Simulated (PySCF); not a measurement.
## NMR problem set

- shielding tensors at PBE0/pcSseg-1 (GIAO)
- GFN2-xTB structure
- code: PySCF 2.14.0 with density-fitted response routines
- isolated molecule, rapidly exchanging positions averaged, one computed conformer, no relativistic terms

Scale: ¹H (σref 31.72), ¹³C (σref 186.93) vs TMS (reference shieldings calculated alike). Where no couplings were computed, multiplicities follow the n + 1 count of equivalent neighbours, and m marks all less simple cases (inequivalent or close neighbours, rings, F or P nearby). Shifts are as computed. Against solution values, carbons near 30 ppm lie about +3 ppm off and those near 130 ppm about +5 ppm. Of 1309 compounds with measured shifts, 239 miss one by over three times the rms of a fit or turn the order of signals round; such compounds aren't used in these exercises. OH and NH positions are gas-phase values without hydrogen bonding to other molecules.

Q: C$_{5}$H$_{15}$NOSi. ¹H NMR (300 MHz, computed): δ 5.18 (s, 2H), 3.80 (s, 3H), 1.22 (s, 9H), 0.03 (br s, 1H). ¹³C{¹H} NMR (computed): δ 53.2, 50.4, 34.6. Give a structure.

A: SMILES CO[SiH2]NC(C)(C)C. The formula gives 0 degrees of unsaturation. 3 carbon signals for 5 carbons: some carbons are equivalent by symmetry or fast rotation. Carbon types of the structure: 1 × C, 4 × CH3, leaving 3 H on heteroatoms. δC 53.2: methyl carbon bonded to O; pulled downfield by the heteroatom. δC 50.4: fully substituted sp3 carbon bonded to N; the inductive effect lowers its shielding. δH 3.80: hydrogen on a methyl carbon bonded to O; its carbon carries O, which withdraws density. δH 0.03: hydrogen on a nitrogen bonded to C, Si; exchangeable, gas-phase position.

The shifts were computed for this structure.

Q: C$_{3}$H$_{11}$NSi$_{3}$. ¹H NMR (400 MHz, computed): δ 6.80 (m, 1H), 6.78 (m, 1H), 4.65 (s, 6H), 3.90 (m, 1H), 3.44 (m, 1H), 3.43 (m, 1H). ¹³C{¹H} NMR (computed): δ 144.2 (C), 134.3 (CH2), 46.4 (CH). Give a structure.

A: `C=C1[SiH2][C@H]1N([SiH3])[SiH3]`. Rings plus π bonds: 2 (1 ring in the answer). 3 carbon signals for 3 carbons: no two carbons are equivalent. Carbon types of the structure: 1 × C, 1 × CH, 1 × CH2, leaving 8 H on heteroatoms. δC 144.2: fully substituted alkene carbon; as expected for a trigonal carbon in a double bond. δC 134.3: terminal =CH2 carbon; an sp2 carbon of a C=C bond. δC 46.4: three-membered-ring carbon; the inductive effect lowers its shielding. δH 3.43: hydrogen on a three-membered-ring carbon; its carbon carries N, hence the downfield position.

The shifts were computed for this structure.
